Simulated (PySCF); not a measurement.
**From computed data to an observable: oscillator strength and radiative lifetime**

C₃H₈O₂Si, SMILES C=C[SiH](O)OC.

Geometry: PBE0-D3(BJ)/def2-SVP. One conformer was computed; it need not be the lowest.

TDA-PBE/def2-SVPD (PySCF) puts the first singlet state with f over 0.02 at 6.66 eV (vertical), with the transition dipole (-0.181, 0.304, 0.292) in atomic units.

Task: Find the oscillator strength, the wavelength and the radiative lifetime that this transition would have in vacuum if emission retraced absorption.

Result: 
|μ|² = 0.2104 au, so |μ| = 1.17 D. ΔE = 6.66/27.211 = 0.2448 hartree. f = (2/3) ΔE |μ|² = 0.034 (the program prints 0.034).
λ = 1239.84/6.66 = 186 nm; ν = 53716 cm⁻¹.
Einstein's coefficient A = 0.6670 ν² f s⁻¹ (ν in cm⁻¹) = 6.6e7 s⁻¹, so τ = 1/A = 15 ns. This state is S6; the lower singlets have f = 0.005, 0.002, 0.002, 0.017, 0.011. The figure is the radiative limit of this one transition; relaxation, internal conversion, crossing to triplets and a medium change what is measured.
